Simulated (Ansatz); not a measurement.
Cartesian coordinates (Å):
```xyz
20

Si     2.8827    -0.5714    -0.0307
C      1.2778     0.4261     0.0682
C      1.2232     1.8089     0.2339
C     -0.0205     2.4970     0.3002
C     -1.2173     1.8031     0.2009
C     -1.2141     0.3884     0.0307
C     -2.3952    -0.3986    -0.0796
C     -2.2848    -1.7703    -0.2432
C     -0.9865    -2.3518    -0.2960
N      0.1355    -1.6560    -0.1974
C      0.0490    -0.3018    -0.0356
H      3.0296    -1.2749    -1.3497
H      2.9974    -1.5683     1.0871
H      4.0130     0.4199     0.1035
H      2.1570     2.3877     0.3159
H     -0.0280     3.5898     0.4316
H     -2.1816     2.3333     0.2519
H     -3.3802     0.0928    -0.0335
H     -3.1756    -2.4095    -0.3319
H     -0.8814    -3.4443    -0.4260
```
Charge 0, multiplicity 1.

All values below come from frozen-core CCSD(T)/cc-pVDZ // PBE-D3(BJ)/def2-SVP run with Ansatz (an electronic-structure program). The restricted HF reference is unstable towards unrestricted orbitals.

The HF energy is -689.46950 Ha and the MP2 correlation energy is -1.43082 Ha.

**Question.** Estimate the CCSD correlation energy, the (T) correction, the total energy and the T1 diagnostic.

**Answer.** 
```json
{
  "CCSD correlation energy": "-1.49032 Ha",
  "(T) correction": "-0.07054 Ha",
  "CCSD(T) total energy": "-691.03036 Ha",
  "T1 diagnostic": "0.012"
}
```
